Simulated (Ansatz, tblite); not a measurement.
Isomers of Ge$_{3}$O$_{3}$ (singlet), found by a short tight-binding search and relaxed with r2SCAN-D4/def2-SVP in Ansatz.

The xTB rows come from tblite. Correlated methods freeze 30 core orbitals; core or outer-core shells of Ge are correlated, in sets that lack core-valence functions.

Run but left out: HF/def2-SVP (A: restricted singlet, unstable towards broken spin symmetry); B2PLYP/def2-TZVP (A: restricted singlet, unstable in another Hartree–Fock run and untested here).

A: The restricted singlet is unstable towards broken spin symmetry in Hartree–Fock (as tested in another run); at PBE-D4/def2-TZVP, revPBE-D4/def2-TZVP, r2SCAN-D4/def2-TZVP, PBE0-D4/def2-TZVP this wasn't settled. At CCSD(T)/def2-SVP T1 of the charge 0 singlet is large (up to 0.027), so the single-reference result is doubtful. At CCSD(T)/def2-SVP the restricted singlet (for correlated methods, its reference) is unstable: a solution with broken spin symmetry lies lower. B: At CCSD(T)/def2-SVP T1 of the charge 0 singlet is large (up to 0.022), so the single-reference result is doubtful.

Other spin states weren't relaxed.

A:

```xyz
6

Ge   -0.6166   -0.0498    1.4795
Ge   -2.1252   -0.2036   -0.8144
Ge    1.1137    0.1107   -0.5940
O     2.4088    0.2804   -1.5834
O    -0.2068   -0.0571    3.0666
O    -0.5738   -0.0805   -1.5543
```

B:

```xyz
6

Ge    0.667    0.610   -0.446
Ge    0.451   -1.750    1.235
Ge   -1.778    1.497   -1.116
O    -0.580    1.754    0.248
O     1.761   -2.469    1.893
O    -0.520    0.359   -1.814
```

C:

Cartesian coordinates in Å:
```
Ge -1.8598 0.3343 -0.4797
Ge 0.4273 -1.2490 1.4348
Ge 1.4324 0.9151 -0.9544
O 1.5323 -0.2841 0.3874
O -1.1800 -0.7502 0.7894
O -0.3523 1.0339 -1.1774
```

Q: Estimate which lies lowest at each level, and how far above it the others are (kJ/mol).

A: 
```json
{"level": "GFN1-xTB", "A": "161.3", "B": "86.1", "C": "0.0"}
{"level": "GFN2-xTB", "A": "394.6", "B": "244.1", "C": "0.0"}
{"level": "PBE-D4/def2-TZVP", "A": "338.6", "B": "202.2", "C": "0.0"}
{"level": "revPBE-D4/def2-TZVP", "A": "337.3", "B": "201.0", "C": "0.0"}
{"level": "r2SCAN-D4/def2-TZVP", "A": "373.9", "B": "220.8", "C": "0.0"}
{"level": "PBE0-D4/def2-TZVP", "A": "398.0", "B": "234.2", "C": "0.0"}
{"level": "MP2/def2-SVP", "A": "367.7", "B": "215.8", "C": "0.0"}
{"level": "CCSD/def2-SVP", "A": "430.6", "B": "251.6", "C": "0.0"}
{"level": "CCSD(T)/def2-SVP", "A": "391.3", "B": "231.8", "C": "0.0"}
```
Point groups (tolerance 0.1 Å): A not assigned, B not assigned, C D3h. Lower isomers may exist.
